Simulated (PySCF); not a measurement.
but-1-yne (C₄H₆), SMILES C(C)C#C. Heavy atoms are numbered as in [CH:1]#[C:2][CH2:3][CH3:4]. Hydrogens are named by the atom that carries them.

Coordinates come from a B3LYP-D3(BJ)/def2-SVP optimisation.

Method: KT2/pcSseg-1 (PySCF).

GIAO shieldings, no solvent; atoms alike by connectivity are averaged. δ = σ(ref) − σ: ¹³C against TMS (σ = 185.1 ppm); ¹H against TMS (σ = 31.47 ppm), references at their B3LYP-D3(BJ)/def2-TZVP geometries, non-relativistic.

| nucleus | atoms | count | δ (ppm) |
|---|---|---|---|
| ¹³C | C2 | 1 | 82.2 |
| ¹³C | C1 (CH) | 1 | 66.8 |
| ¹³C | C3 (CH2) | 1 | 19.1 |
| ¹³C | C4 (CH3) | 1 | 18.9 |
| ¹H | H on C3 | 2 | 2.64 |
| ¹H | H on C1 | 1 | 2.13 |
| ¹H | H on C4 | 3 | 1.43 |
